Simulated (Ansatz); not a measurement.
Ansatz (a first-principles code) input:
A basis named .json is the Basis Set Exchange file of that set.

Ansatz 0.2 input:
```yaml
crystal:
  periodic: [false, false, false]
  atoms:
    - {symbol: Si, position_ang: [0.00085500, 0.00089864, 0.01453076]}
    - {symbol: O, position_ang: [-0.37083207, -1.17348358, 1.12062042]}
    - {symbol: N, position_ang: [-1.19724144, 1.09410790, -0.52575337]}
    - {symbol: N, position_ang: [1.11606000, 0.94440315, 0.90165746]}
    - {symbol: N, position_ang: [0.42587977, -0.84955714, -1.42336381]}
    - {symbol: H, position_ang: [-0.87876219, -1.91391439, 0.78146027]}
    - {symbol: H, position_ang: [-1.53261796, 1.82119570, 0.08450152]}
    - {symbol: H, position_ang: [-1.88763499, 0.82092431, -1.20551352]}
    - {symbol: H, position_ang: [1.54479707, 1.76669086, 0.51267094]}
    - {symbol: H, position_ang: [1.66774935, 0.53270036, 1.63554164]}
    - {symbol: H, position_ang: [1.04916628, -1.64010870, -1.36817495]}
    - {symbol: H, position_ang: [0.57910052, -0.33487803, -2.27666166]}
basis:
  gaussian:
    orbitals: aug-cc-pV_D+d_Z.json
magnetization: {spin_polarized: false}
correlation: {method: ccsd_t, electrons: outside_noble_gas}
output: {forces: true}
```

### Question
What final total energy does it print?

### Answer
-532.34913 Eh (CCSD(T)/aug-cc-pV(D+d)Z). The basis has 187 functions.
